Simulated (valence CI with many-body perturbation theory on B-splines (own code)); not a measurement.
# Rh6+: electric-dipole lines

Level of theory: relativistic CI+MBPT: three valence electrons over a frozen Dirac-Fock core [Kr], a basis of 7 s, 7 p, 8 d, 6 f, 4 g, 1 h functions for each j, with the one-electron correlation potential Σ1, the two-electron term Σ2, the three-electron term Σ3, Breit, model QED; selected CI, second order for the rest (own B-spline code, finite nucleus).

No measured spectrum was set against this ion. As an estimate, terms of the open shell hold to 2 to 4 % of their energy, and close levels can change places; different configurations can be misplaced against each other by 1,000 to 8,000 cm⁻¹. The list stops below the first excitations out of the core.

Lines 51 to 100 of 283 in falling wavelength, among levels below 299180 cm⁻¹, chosen from the strongest by gf and those to the six lowest levels. Wavelengths and rates use the calculated energies, so an error of 2000 cm⁻¹ moves a line at 149.9 nm by 3 % and its rate by three times that or more. Electric multipoles are in the length gauge, E1 and E2 with the static RPA response of the core. Weak lines are less certain than strong ones. Lines between different terms over intervals too small for the method are left out, as are lines whose strength nearly cancels. The highest levels of a list are the least certain.

Names give the largest LS component (configuration and term), which can be under half, so a name can repeat, a term be missing and a line seem to break the LS rules; names also repeat where a configuration has a term twice.

```tsv
λ vac (nm)	Upper	Lower	A (s⁻¹)	S (a.u.)
149.9	4d2 5p 4F°_5/2	4d2 5s 4P_3/2	2.87e+05	2.86e-03
149.5	4d2 5p 4F°_5/2	4d2 5s 4P_5/2	1.58e+05	1.56e-03
148.7	4d2 5p 4G°_11/2	4d2 5s 2G_9/2	9.34e+04	1.82e-03
148.3	4d2 5p 2F°_7/2	4d2 5s 2D_5/2	2.77e+07	3.58e-01
147.8	4d2 5p 4G°_7/2	4d2 5s 2F_7/2	1.77e+07	2.25e-01
147.5	4d2 5p 4D°_3/2	4d2 5s 2D_5/2	2.22e+06	1.40e-02
147.4	4d2 5p 2F°_5/2	4d2 5s 2D_3/2	4.96e+07	4.71e-01
147.1	4d2 5p 4G°_5/2	4d2 5s 2F_5/2	7.97e+07	7.51e-01
146.1	4d2 5p 2D°_3/2	4d2 5s 2D_3/2	2.42e+07	1.49e-01
145.9	4d2 5p 4D°_1/2	4d2 5s 2D_3/2	8.01e+05	2.46e-03
145.5	4d2 5p 4D°_5/2	4d2 5s 2D_5/2	3.35e+06	3.06e-02
144.8	4d2 5p 4F°_5/2	4d2 5s 2F_7/2	4.34e+07	3.90e-01
142.3	4d2 5p 2F°_5/2	4d2 5s 4P_3/2	5.14e+06	4.38e-02
141.8	4d2 5p 2F°_5/2	4d2 5s 4P_5/2	2.20e+06	1.86e-02
141.3	4d2 5p 4D°_3/2	4d2 5s 2D_3/2	2.60e+06	1.45e-02
141.2	4d2 5p 4F°_7/2	4d2 5s 4P_5/2	3.58e+06	3.99e-02
141.0	4d2 5p 2D°_3/2	4d2 5s 4P_3/2	3.90e+06	2.16e-02
140.9	4d2 5p 4F°_3/2	4d2 5s 2F_5/2	1.03e+08	5.67e-01
140.8	4d2 5p 4D°_1/2	4d2 5s 4P_3/2	3.70e+07	1.02e-01
140.6	4d2 5p 2D°_3/2	4d2 5s 4P_5/2	8.91e+03	4.89e-05
139.5	4d2 5p 4D°_5/2	4d2 5s 2D_3/2	1.36e+07	1.09e-01
139.1	4d2 5p 2S°_1/2	4d2 5s 2D_3/2	1.98e+08	5.27e-01
139.1	4d2 5p 2D°_3/2	4d2 5s 4P_1/2	2.37e+07	1.26e-01
138.9	4d2 5p 4D°_1/2	4d2 5s 4P_1/2	2.23e+08	5.90e-01
138.6	4d2 5p 4G°_9/2	4d2 5s 2F_7/2	1.12e+08	1.48e+00
138.2	4d2 5p 4G°_7/2	4d2 5s 2F_5/2	9.18e+07	9.56e-01
137.6	4d2 5p 2F°_5/2	4d2 5s 2F_7/2	1.98e+07	1.53e-01
137.0	4d2 5p 4F°_7/2	4d2 5s 2F_7/2	1.16e+08	1.18e+00
136.9	4d2 5p 2F°_7/2	4d2 5s 4P_5/2	8.05e+05	8.15e-03
136.5	4d2 5p 4D°_3/2	4d2 5s 4P_3/2	1.50e+08	7.56e-01
136.1	4d2 5p 4D°_3/2	4d2 5s 4P_5/2	1.09e+08	5.44e-01
135.5	4d2 5p 4F°_5/2	4d2 5s 2F_5/2	1.72e+08	1.26e+00
135.0	4d2 5p 4G°_5/2	4d2 5s 4F_7/2	4.39e+06	3.20e-02
134.8	4d2 5p 4D°_5/2	4d2 5s 4P_3/2	1.61e+08	1.17e+00
134.8	4d2 5p 4D°_3/2	4d2 5s 4P_1/2	6.64e+07	3.21e-01
134.5	4d2 5p 2S°_1/2	4d2 5s 4P_3/2	3.86e+07	9.26e-02
134.4	4d2 5p 4D°_5/2	4d2 5s 4P_5/2	8.71e+07	6.27e-01
132.9	4d2 5p 2F°_7/2	4d2 5s 2F_7/2	2.21e+08	2.04e+00
132.8	4d2 5p 2S°_1/2	4d2 5s 4P_1/2	1.01e+07	2.34e-02
132.6	4d2 5p 4G°_7/2	4d2 5s 4F_9/2	1.09e+07	1.00e-01
130.9	4d2 5p 4F°_9/2	4d2 5s 2F_7/2	4.53e+07	5.02e-01
130.6	4d2 5p 4D°_5/2	4d2 5s 2F_7/2	9.56e+05	6.31e-03
130.4	4d2 5p 4G°_5/2	4d2 5s 4F_5/2	2.87e+08	1.89e+00
129.2	4d2 5p 2F°_5/2	4d2 5s 2F_5/2	2.96e+08	1.89e+00
128.7	4d2 5p 4F°_7/2	4d2 5s 2F_5/2	6.00e+05	5.05e-03
128.2	4d2 5p 2D°_3/2	4d2 5s 2F_5/2	2.26e+08	9.40e-01
127.9	4d2 5p 4G°_5/2	4d2 5s 4F_3/2	6.47e+08	4.00e+00
127.4	4d2 5p 4G°_7/2	4d2 5s 4F_7/2	4.15e+08	3.39e+00
125.5	4d2 5p 4F°_3/2	4d2 5s 4F_5/2	5.42e+08	2.12e+00
125.1	4d2 5p 4F°_5/2	4d2 5s 4F_7/2	5.88e+08	3.41e+00
```
